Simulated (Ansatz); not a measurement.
Li₈Cl₈ (started as a model of: 1x4x4 LiCl rock-salt block). The state is a singlet with charge 0. Geometry PBE0-D4/def2-SVP.

```xyz
16

Li    2.016   -2.755    2.660
Cl    1.071   -0.878    3.288
Li    1.274    1.362    2.797
Cl    0.401    3.339    3.156
Cl    1.794   -3.042    0.498
Li    0.697   -0.958    0.925
Cl    1.235    1.260    0.371
Li   -0.071    3.202    1.021
Li    0.073   -3.202   -1.023
Cl   -1.237   -1.263   -0.372
Li   -0.702    0.956   -0.923
Cl   -1.795    3.043   -0.496
Cl   -0.395   -3.337   -3.159
Li   -1.273   -1.362   -2.798
Cl   -1.073    0.879   -3.286
Li   -2.015    2.757   -2.659
```

(1) Estimate the orbital energies around the gap (eV) in Ansatz with HF/def2-TZVP, PBE-D4/def2-SVP, r2SCAN-D4/def2-TZVP, PBE0-D4/def2-SVP, PBE0-D4/def2-TZVP.

Results:

(1) 
```tsv
orbital	HF/def2-TZVP	PBE-D4/def2-SVP	r2SCAN-D4/def2-TZVP	PBE0-D4/def2-SVP	PBE0-D4/def2-TZVP
HOMO−9	-12.43	-7.55	-8.10	-8.99	-9.13
HOMO−8	-12.30	-7.49	-8.03	-8.93	-9.05
HOMO−7	-12.15	-7.39	-7.91	-8.81	-8.92
HOMO−6	-12.14	-7.36	-7.90	-8.78	-8.91
HOMO−5	-11.66	-6.83	-7.34	-8.23	-8.39
HOMO−4	-11.65	-6.82	-7.33	-8.22	-8.38
HOMO−3	-11.44	-6.61	-7.15	-8.02	-8.19
HOMO−2	-11.43	-6.60	-7.14	-8.01	-8.18
HOMO−1	-11.09	-6.24	-6.82	-7.64	-7.85
HOMO	-11.07	-6.23	-6.81	-7.63	-7.84
LUMO	0.41	-1.57	-0.95	-1.03	-1.06
LUMO+1	0.43	-1.49	-0.82	-0.97	-0.97
LUMO+2	1.72	-0.47	0.04	0.08	0.02
LUMO+3	1.75	-0.36	0.13	0.17	0.12
LUMO+4	1.94	-0.02	0.44	0.47	0.41
LUMO+5	2.09	-0.01	0.48	0.51	0.53
```
